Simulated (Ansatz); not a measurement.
Geometry optimisation, Ansatz 0.2.0, RKS PBE/cc-pVDZ.

The input (input.yaml):

```yaml
crystal:
  periodic: [false, false, false]
  atoms:
    - { symbol: C, position_ang: [-0.54622, 1.59391, -1.12492] }
    - { symbol: Si, position_ang: [0.50481, 0.28853, -0.60124] }
    - { symbol: Si, position_ang: [0.17817, -1.1786, 1.12302] }
    - { symbol: F, position_ang: [1.4246, -2.20711, 1.13372] }
    - { symbol: H, position_ang: [-0.30901, 2.23664, -1.95628] }
    - { symbol: H, position_ang: [-1.50312, 1.7836, -0.66721] }
    - { symbol: H, position_ang: [1.78364, 0.0797, -1.29854] }
    - { symbol: H, position_ang: [0.22151, -0.62946, 2.48049] }
    - { symbol: H, position_ang: [-0.98516, -2.0511, 0.98529] }
basis:
  gaussian: { orbitals: cc-pVDZ }
hamiltonian:
  xc: pbe
relax:
  f_tol: 0.015
  max_steps: 40
```

Run as:

```bash
$ ansatz run input.yaml --threads 1 --pin off --max-ram 2048MiB --backend cpu --events-out ev --progress --plain --runs-dir out
```

Where does it end, and by what steps?

The run converged. After 18 steps the energy has fallen by 0.262 eV; H7 moved furthest, 0.97 Å.

```csv
step,energy less start (eV),largest force component (eV/Å),accepted
0,0.0000,1.666,yes
1,-0.1623,0.704,yes
2,-0.1752,0.500,yes
3,-0.1935,0.300,yes
4,-0.2121,0.045,yes
5,-0.2214,0.072,yes
6,-0.2244,0.411,yes
7,-0.2346,0.206,yes
8,-0.2477,0.039,yes
9,-0.2467,0.404,no
10,-0.2526,0.087,yes
11,-0.2554,0.085,yes
12,-0.2468,0.383,no
13,-0.2576,0.054,yes
14,-0.2608,0.029,yes
15,-0.2613,0.072,yes
16,-0.2617,0.059,yes
17,-0.2619,0.017,yes
18,-0.2620,0.013,yes
```

```xyz
9
Properties=species:S:1:pos:R:3
C -0.605 1.305 -1.257
Si 0.700 0.472 -0.468
Si 0.231 -1.144 1.154
F 0.761 -2.652 0.667
H -0.441 2.102 -2.001
H -1.655 1.058 -1.036
H 2.125 0.834 -0.791
H 0.918 -0.852 2.465
H -1.265 -1.206 1.341
```

Whether the end is a true minimum wasn't checked by a vibrational analysis.

Run time: 36 s on 1 thread of Intel(R) Xeon(R) 6975P-C (Granite Rapids) (shared host), peak memory 0.15 GiB.
